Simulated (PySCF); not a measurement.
# methylboronic acid: bond dissociation enthalpies at several levels

Structure: `CB(O)O` (CH5BO2). Coordinates in Å; atoms count from 1 in this order:
```
C    -0.9452   -0.0018    0.0113
B     0.6404    0.0153   -0.0322
O     1.3728   -1.1146   -0.2361
O     1.3725    1.1460    0.1637
H    -1.4007    0.9857   -0.1607
H    -1.3761   -0.6977   -0.7263
H    -1.2833   -0.3443    1.0047
H     0.8238   -1.8899   -0.3714
H     0.8218    1.9195    0.3022
```

All levels share the PBE0-D3(BJ)/def2-SVP structures and the PBE0-D3(BJ)/def2-SVP thermal terms; only the single-point energies (PySCF) change. Values are bond dissociation enthalpies (298 K, kJ/mol).

At BHandHLYP/cc-pVDZ (grid 2, conv 1e-10, max cycle 100):
```tsv
quantity	value
C1–H	394
C1–B2	419
O3–H	428
B2–O3	583
```

Q: What does M06-2X/def2-TZVP give?

A: C1–H: 408 (change 13); C1–B2: 426 (change 7); O3–H: 465 (change 37); B2–O3: 617 (change 35).

Caveats: cc-pVDZ is a small basis, whose errors can reach tens of kJ/mol; the order of C1–B2 and O3–H is undecided: the gaps lie inside the method's error (some 20 kJ/mol, one structure a species); in free energy C1–H and C1–B2 (by 11.1 kJ/mol) differ by less than the method's error (some 20 kJ/mol), so that order is undecided.

Differences come from unrounded values, so a last digit can differ from that of the printed terms.
